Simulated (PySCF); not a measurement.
# Bond lengths and vibrations by method: Cl2HOSi anion

All numbers below are calculated, not measured. They come from PySCF 2.14.0, an open-source quantum chemistry program, on an isolated molecule that a program drew, which may never have been made. The molecule is Cl2HOSi anion (charge -1, singlet), drawn as the SMILES string `O[Si-](Cl)Cl`.

The geometry was optimised and harmonic frequencies were computed with HF and MP2, all in the aug-cc-pV(D+d)Z basis, for the commonest isotopes, with a restricted reference for singlets and an unrestricted one otherwise, and a frozen core in MP2. Each result is a local minimum of its method.

Geometry at the HF minimum:
```xyz
5
Cl2HOSi anion, angstrom
O    -0.9329    1.5842    1.5084
Si   -0.5529    1.0919   -0.0612
Cl   -1.7005   -0.8882   -0.0294
Cl   -2.1825    2.2826   -1.1406
H    -1.8443    1.5294    1.7474
```

Lengths of the bonds as drawn, in Å (atoms numbered as above):
```
   bond     HF    MP2
 O1-Si2  1.688  1.731
Si2-Cl3  2.289  2.279
Si2-Cl4  2.289  2.279
  O1-H5  0.944  0.970
```

Rotational constants, in GHz:
| constant | HF | MP2 |
|---|---|---|
| A | 4.333 | 4.23 |
| B | 2.27 | 2.304 |
| C | 1.703 | 1.711 |

Harmonic frequencies in cm^-1, each column in rising order, so a row needn't be the same motion in every method:
| rank | HF | MP2 |
|---|---|---|
| 1 | 155 | 144 |
| 2 | 176 | 150 |
| 3 | 273 | 253 |
| 4 | 300 | 310 |
| 5 | 374 | 373 |
| 6 | 397 | 375 |
| 7 | 796 | 715 |
| 8 | 963 | ? |
| 9 | 4163 | 3792 |

**Estimate the missing MP2 frequency from the HF column.**

A single factor s that minimises the squared misfit of MP2 against s times HF over the other rows is sum(HF x MP2) / sum(HF^2) = 0.9120, with an rms misfit of 19 cm^-1. For rank 8 it gives 0.9120 x 963 = 878 cm^-1. The calculation gives 907 cm^-1, 29 cm^-1 above the estimate. The drawn bonds are on average 1.1 % longer in MP2 than in HF.
